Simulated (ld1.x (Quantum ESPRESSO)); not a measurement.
**What one change does to a pseudopotential (Sr (Z = 38), TM)**

* Element: strontium (Sr)
* Generator: ld1.x (Quantum ESPRESSO) 7.5
* Type: norm-conserving Troullier–Martins (Kleinman–Bylander form)
* Functional: LDA (PZ)
* Relativity: scalar-relativistic
* Frozen core: [Kr]
* Valence charge: 2
* Reference configuration: 4d0 5s1 5p0 (charge +1)
* Partial waves: 5p (bound, empty): rc 3.80 bohr; 4d (bound, empty): rc 2.85 bohr; 4f channel at 0.05 Ry: rc 3.00 bohr; 5s (bound): rc 2.75 bohr
* Local potential: the s channel
* Core correction: none

Change: local potential all-electron potential smoothed inside 3.00 bohr (lloc = -2).

Cutoffs: the cutoffs (Ry, on a coarse ladder) from which the occupation-weighted sum of valence levels, in a spherical-Bessel basis at the reference potential, stays within 10 and 1 mRy of its value at 400 Ry; they do not see the model core or the augmentation charge, which bear on the density cutoff. Errors are all-electron minus pseudo energies relative to the spin-unpolarised reference configuration.

**Question.** Predict the effect on cutoff, ghosts and configuration errors.

**Answer.** The potential gets softer (8 Ry and 18 Ry → 6 Ry and 18 Ry); a bound ghost appears in s, which as a rule spoils a file; of the 9 tests that both files solve, the error grows in 1 and shrinks in 0 by more than 15 % and 0.3 meV (median size 45.7 → 49.3 meV); the range in which the p phases agree narrows (upper end 1.2 → 0.1). In the separable form a ghost depends on how the local part lies against the semilocal potential of the channel, so the choice of the local part can create or remove one.

| quantity | base | changed |
| --- | --- | --- |
| cutoff, loose | 8 Ry | 6 Ry |
| cutoff, tight | 18 Ry | 18 Ry |
| bound ghosts | none | s |
| error for 4d0 5s2 5p0, meV [ΔE -6.06 eV] | +46 | +51 |
| error for 4d0 5s1.5 5p0, meV [ΔE -3.65 eV] | +17 | +18 |
| error for 4d0 5s1 5p1, meV [ΔE -3.67 eV] | +10 | +13 |
| error for 4d1 5s1 5p0, meV [ΔE -3.72 eV] | +278 | +281 |
| error for 4d0 5s0 5p1, meV [ΔE 3.04 eV] | +49 | +49 |
| error for 4d0 5s0 5p2, meV [ΔE -1.14 eV] | +25 | +28 |
| error for 4d1 5s0 5p0, meV [ΔE 1.80 eV] | +395 | +395 |
| error for 4d0 5s1 5p0 (spin-polarised), meV [ΔE -0.18 eV] | +84 | +84 |
| error for 4d0 5s1.5 5p0 (spin-polarised), meV [ΔE -3.68 eV] | +27 | +28 |
| s: phases at 4.08 bohr within 0.05 rad from the reference energy up to (Ry; the scan ends near 5) | 0.3 | -0.1 |
| p: phases at 4.08 bohr within 0.05 rad from the reference energy up to (Ry; the scan ends near 5) | 1.2 | 0.1 |
| d: phases at 4.08 bohr within 0.05 rad from the reference energy up to (Ry; the scan ends near 5) | 0.2 | 0.4 |
| f: phases at 4.08 bohr within 0.05 rad from the reference energy up to (Ry; the scan ends near 5) | 1.7 | 1.8 |

Base: The cutoffs count occupied waves only; the empty 4d level needs 15 Ry at the loose tolerance. Changed file: The cutoffs count occupied waves only; the empty 4d level needs 15 Ry at the loose tolerance. A true bound ghost makes a file unfit for plane-wave use even where its test errors are small: the radial tests pick states by their node count and pass the ghost by.
